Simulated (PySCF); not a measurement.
C₅H₈F₃OP.
Numbering: `[O:1]=[P@@H:2]1[CH2:3][CH2:4][CH2:5][C@H:6]1[C:7]([F:8])([F:9])[F:10]` (hydrogens: H11 on P2; H12, H13 on C3; H14, H15 on C4; H16, H17 on C5; H18 on C6)

The same species was optimised twice, with GFN2-xTB and with PBE0-D3(BJ)/def2-SVP (PySCF), and the same property calculations (PySCF, gas phase) were run on both structures.

```csv
coordinate,GFN2-xTB,PBE0-D3(BJ)/def2-SVP,change
O1=P2 (Å),1.459,1.491,+0.032
P2–C6 (Å),1.863,1.872,+0.009
C7–F9 (Å),1.343,1.334,-0.009
C7–F8 (Å),1.341,1.336,-0.005
C5–C6 (Å),1.532,1.536,+0.004
P2–C3 (Å),1.832,1.830,-0.002
C3–C4 (Å),1.524,1.526,+0.002
C6–C7 (Å),1.506,1.507,+0.001
C7–F10 (Å),1.342,1.343,+0.001
C4–C5 (Å),1.532,1.532,0.000
P2–C6–C7 (°),108.7,112.6,+3.9
O1–P2–C6 (°),115.3,117.0,+1.7
C6–C7–F8 (°),113.2,111.7,-1.5
P2–C3–C4 (°),104.1,105.4,+1.3
C6–C7–F10 (°),112.9,111.7,-1.2
F9–C7–F10 (°),106.3,107.3,+1.0
F8–C7–F9 (°),106.8,107.6,+0.8
F8–C7–F10 (°),106.1,106.9,+0.8
C5–C6–C7–F8 (°),-71,-62,+9
```

Rotational constants: A = 1709, B = 997.1, C = 767.8 MHz (GFN2-xTB) against A = 1704, B = 968.4, C = 752.8 MHz (PBE0-D3(BJ)/def2-SVP). Point groups within 0.08 Å: C1 and C1.

On the GFN2-xTB structure: HOMO (eV) -7.94 [PBE0/pcSseg-1]; LUMO (eV) 0.62 [PBE0/pcSseg-1]; dipole (D) 4.23 [PBE0/pcSseg-1]; GIAO shielding of O1 (ppm) 234.3 [PBE0/pcSseg-1]; GIAO shielding of P2 (ppm) 301.1 [PBE0/pcSseg-1]; GIAO shielding of C3 (ppm) 154.8 [PBE0/pcSseg-1]; GIAO shielding of C4 (ppm) 162.1 [PBE0/pcSseg-1]; GIAO shielding of C5 (ppm) 158.5 [PBE0/pcSseg-1]; GIAO shielding of C6 (ppm) 138.4 [PBE0/pcSseg-1]; GIAO shielding of C7 (ppm) 50.7 [PBE0/pcSseg-1]; GIAO shielding of F8/F9/F10 (mean) (ppm) 249.8 [PBE0/pcSseg-1].

Question: What do these properties become on the PBE0-D3(BJ)/def2-SVP structure?

Answer: 
```csv
property,level,on GFN2-xTB,on PBE0-D3(BJ)/def2-SVP,change
HOMO (eV),PBE0/pcSseg-1,-7.94,-7.93,+0.01
LUMO (eV),PBE0/pcSseg-1,0.62,0.63,+0.01
dipole (D),PBE0/pcSseg-1,4.23,4.13,-0.10
"energy, GFN2-xTB geometry as zero (kcal/mol)",PBE0/pcSseg-1,0.0,-2.3,-2.3
GIAO shielding of O1 (ppm),PBE0/pcSseg-1,234.3,224.4,-9.9
GIAO shielding of P2 (ppm),PBE0/pcSseg-1,301.1,297.4,-3.7
GIAO shielding of C3 (ppm),PBE0/pcSseg-1,154.8,152.9,-1.9
GIAO shielding of C4 (ppm),PBE0/pcSseg-1,162.1,160.6,-1.5
GIAO shielding of C5 (ppm),PBE0/pcSseg-1,158.5,156.7,-1.8
GIAO shielding of C6 (ppm),PBE0/pcSseg-1,138.4,137.5,-0.9
GIAO shielding of C7 (ppm),PBE0/pcSseg-1,50.7,52.3,+1.6
GIAO shielding of F8/F9/F10 (mean) (ppm),PBE0/pcSseg-1,249.8,253.7,+3.9
```

The heavy atoms differ by 0.094 Å rms after alignment. Among bonds between heavy atoms O1=P2 changes most (+0.032 Å). Changes are differences of the printed values. Neither structure is proved a minimum here.
